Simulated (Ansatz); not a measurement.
`N[SiH]1[O][GeH2]1` + H₂ → `[O]1[SiH2][GeH2]1` + NH₃  (hydrogenolysis of the Si–N bond)

Calculated with Ansatz (gas phase, PBE0-D4/def2-TZVP geometries, no zero-point term in ΔE). CCSD(T)/CBS adds triple-zeta CCSD(T) − MP2 to the extrapolated MP2 energy (def2 sets, frozen cores). This one scheme is used for every species. For Ge outer-core shells are correlated without core-valence functions, which leaves a few kJ/mol of doubt a bond. Scalar relativity is left out up to krypton. One conformer a species, not always the lowest.

| species | CCSD/CBS(def2) energy (Eh) |
| --- | --- |
| `N[SiH]1[O][GeH2]1` | -2498.08865 |
| H₂ | -1.17544 |
| `[O]1[SiH2][GeH2]1` | -2442.74228 |
| NH₃ | -56.50119 |

(1) Work out ΔE.

Largest T1 diagnostic among the species: 0.014.

Answers

(1) ΔE = (-2442.74228) + (-56.50119) − (-2498.08865) − (-1.17544) = 0.02062 Eh = +12.9 kcal/mol. CCSD(T)/CBS gives +13.7 kcal/mol.

In def2-TZVPP, CCSD(T) changes the Hartree–Fock value by +2.9 kcal/mol (the triples alone add +0.8 kcal/mol) and MP2 by +4.7 kcal/mol. Leaving LDA and LC-ωPBE aside and taking each functional with its dispersion term where it has one, the values, not all of them listed here, spread over 1.9 kcal/mol, from HSE06-D4 to r2SCAN-D4. LDA lies +2.3 kcal/mol from PBE without D4. At CCSD(T), def2-SVP lies −3.6 kcal/mol from the extrapolated value and def2-TZVPP −0.7 kcal/mol.
